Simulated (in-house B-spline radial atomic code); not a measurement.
Orbital energies and mean radii along the 54-electron series, configuration [Kr] 4d10 4f6 5s2. The effective charge is n√(-2ε), a non-relativistic measure. Computed with a B-spline radial code for spherical atoms: non-relativistic Hartree-Fock, average of the configuration, point nuclei.

This level leaves out relativity, spin-orbit splitting included, which matters for heavy ions.

| ion | Z | energy of 5s (Eh) | mean radius of 5s (bohr) | energy of 3s (Eh) | mean radius of 3s (bohr) | effective charge of 5s |
| --- | --- | --- | --- | --- | --- | --- |
| Tb11+ | 65 | -7.6521 | 1.224 | -73.779 | 0.25469 | 19.56 |
| Dy12+ | 66 | -8.5871 | 1.1795 | -77.643 | 0.25013 | 20.721 |
| Ho13+ | 67 | -9.5666 | 1.1383 | -81.631 | 0.24572 | 21.871 |
